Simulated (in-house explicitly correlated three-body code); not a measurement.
Computed with an exponentially correlated three-body code. Model: two electrons around a point charge, non-relativistic, variational in 260 exponentially correlated functions (energies converged to about 1e-7 hartree, or 1e-8 relative for large Z).

Command:
```bash
python run_hyl.py task.json out
```
Settings (lengths in bohr, energies in hartree):
```
Z                      9
screening              2.7
interaction_strength   1
functions              260
states_tried           13
```

Run time, properties included: 36 s on 1 thread of Intel(R) Xeon(R) Platinum 8375C CPU @ 2.90GHz (Ice Lake), on a shared host.

**Those bound S and P states to n = 4 that converged, binding against the one-electron ion.**

Given: nuclear charge 9; Yukawa screening of all interactions 2.7 1/bohr.

Computed: one-electron threshold -20.8687255 hartree.

| term | energy (hartree) | binding (eV) |
| --- | --- | --- |
| 1 1S | -38.565418 | 481.55 |

**Converged states only, values per electron or pair (inverse distances are <exp(-kr)/r>).**

```tsv
term	mean r (bohr)	mean r squared (bohr²)	mean inverse r (1/bohr)	mean r12 (bohr)	mean inverse r12 (1/bohr)	mean cosine	mean p1 dot p2 (bohr⁻²)	delta r1 (bohr⁻³)	delta r12 (bohr⁻³)
1 1S	0.18714	0.047769	6.0753	0.2766	3.0352	-0.013511	0.88006	192.93	19.642
```

**Static dipole response.**

```json
{"state": "1 1S", "polarisability (bohr³)": "0.0023329"}
```
